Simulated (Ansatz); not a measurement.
Program: Ansatz. Geometries: PBE0-D4/def2-TZVP. ΔE: electronic, gas phase. CCSD(T)/CBS is the MP2 limit (def2-TZVPP, def2-QZVPP) plus CCSD(T) − MP2 in def2-TZVPP, frozen cores. This one scheme is used for every species. Functionals use def2-TZVPP. B3LYP here is the variant with VWN-RPA as its local correlation; programs differ in this. For Ga outer-core shells are correlated without core-valence functions, which leaves a few kJ/mol of doubt a bond. Scalar relativity is left out up to krypton. One conformer a species, not always the lowest.

`[BH2][GaH][CH2]CF` + HCl → `FCCCl` + `[BH2][GaH2]`  (substitution at a C–Ga bond)

CCSD(T)/CBS gives +63.4 kJ/mol.

(1) Another level gave +56.4 kJ/mol. Which?
A. B2PLYP/def2-TZVPP
B. B3LYP/def2-TZVPP
C. CCSD/def2-TZVPP
D. MP2/def2-TZVPP

Largest T1 diagnostic among the species: 0.014.

## Answers

(1) A. B2PLYP 56.4, MP2/def2-TZVPP 68.9, CCSD/def2-TZVPP 62.3, B3LYP 49.5 kJ/mol.

In def2-TZVPP, CCSD(T) changes the Hartree–Fock value by +28.7 kJ/mol (the triples alone add +2.8 kJ/mol) and MP2 by +32.6 kJ/mol. The D4 term adds +5.8 kJ/mol with B3LYP and +3.4 kJ/mol with PBE0; it sums over pairs of atoms, weighted by their polarisabilities, and B3LYP, whose exchange is more repulsive, gets the larger term.
